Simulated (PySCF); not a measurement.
CH5GaO, SMILES [OH][GaH][CH3], CAM-B3LYP/def2-SVP optimised geometry. Atoms within 1.6 Å of the plane z = 0.0 Å (x, y, z in Å): Ga1 (-0.35, -0.24, 0.00), H2 (-1.35, -1.44, 0.00), C3 (1.60, -0.24, 0.00), H4 (1.97, 0.31, 0.88), H5 (1.97, 0.30, -0.89), H6 (2.03, -1.25, 0.01), O7 (-1.07, 1.40, 0.00), H8 (-2.03, 1.44, 0.00).

Level of theory: PySCF with CAM-B3LYP/def2-TZVP. Cells within 0.4 Å of a nucleus heavier than hydrogen are left out (blank, or x).

Map of the log10 of the electron density (e/bohr³), floored at −4 on the plane z = 0.0 Å:

```
|000000000000000000000000000|
|000000000000000000000000000|
|000000000000000000000000000|
|000000000111000000000000000|
|000000012222210000000000000|
|000001223444321000000000000|
|000012344555432100000000000|
|000023456776543211110000000|
|0001245778x8653222222100000|
|000124678xxx754333333210000|
|0001245678x8654444444321000|
|000023456777665556665432100|
|000012345667876667766432100|
|000012344579x9767xx76532100|
|00001234567xxx777xx76542100|
|000012345678986677776542100|
|000012356776665566776542100|
|000012456876555556776532100|
|000012356765544345565431000|
|000012345554433233444321000|
|000001234443322122332210000|
|000000122332211001111000000|
|000000011111100000000000000|
|000000000000000000000000000|
|000000000000000000000000000|
|000000000000000000000000000|
|000000000000000000000000000|
```
Scale: ten equal steps from -4.00 (start of '0') to 0.390 (end of '9'), in the order '0123456789'; x runs from -4.50 to 4.50, y from -4.50 (bottom) to 4.50 (top).
